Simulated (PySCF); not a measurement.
# WOI₂: from structure and modes to constants

All numbers come from PySCF, UPBE0, basis W def2-SVP with ECP60, O def2-SVP, I def2-SVP with ECP28 (scalar-relativistic core potentials, no spin–orbit coupling, density fitting).

The triplet minimum has C2v symmetry. Masses (u): W 183.95093, O 15.99492, I 126.90447.

```xyz
4
charge 0 multiplicity 3, angstrom
W     0.0000    0.0000    0.6176
O     0.0000    0.0000    2.2925
I     2.3378    0.0000   -0.5904
I    -2.3378    0.0000   -0.5904
```

Harmonic wavenumbers (cm⁻¹): 50.3 (a1, ×1), 83.4 (b1, ×1), 158.3 (b2, ×1), 188.0 (a1, ×1), 249.5 (b2, ×1), 1059.2 (a1, ×1).

(1) Find the principal moments of inertia and the rotational constants. What kind of rotor is it?

(2) Find the vibrational entropy and heat capacity at 298.15 K.

(3) Give the standard entropy (298.15 K, 1 bar) by its translational, rotational, vibrational and spin parts, and Cp.

## Answers

(1) About the centre of mass I = 242.71, 1387.1, 1629.8 u Å². With B = 16.8576/I this gives 0.06946, 0.01215, 0.01034 cm⁻¹. The molecule is an asymmetric top with κ = -0.94.

(2) With u = 1.43878 ω/T, each mode gives S = R[u/(eᵘ−1) − ln(1−e⁻ᵘ)] and C = R u² eᵘ/(eᵘ−1)².
```tsv
ω (cm⁻¹)	u	S (J/(mol K))	C (J/(mol K))
50.3	0.243	20.10	8.27
83.4	0.403	15.93	8.20
158.3	0.764	10.75	7.92
188.0	0.907	9.40	7.77
249.5	1.204	7.26	7.38
1059.2	5.111	0.31	1.33
```
The sums over all modes are S = 63.8 and C = 40.9 J/(mol K); the softest mode gives 32 % of the entropy.

(3) Sackur–Tetrode with M = 453.75 u gives 185.2; rotation with symmetry number 2 gives 126.4; vibration 63.8; spin R ln 3 = 9.1. The total is 384.5 J/(mol K), and Cp = 4 R + 40.9 = 74.1 J/(mol K).

This need not be the most stable arrangement of these atoms. Open d and f shells are described by one determinant, and the ground state may have another occupation or spin. With an element this heavy the missing spin–orbit coupling can shift these numbers.
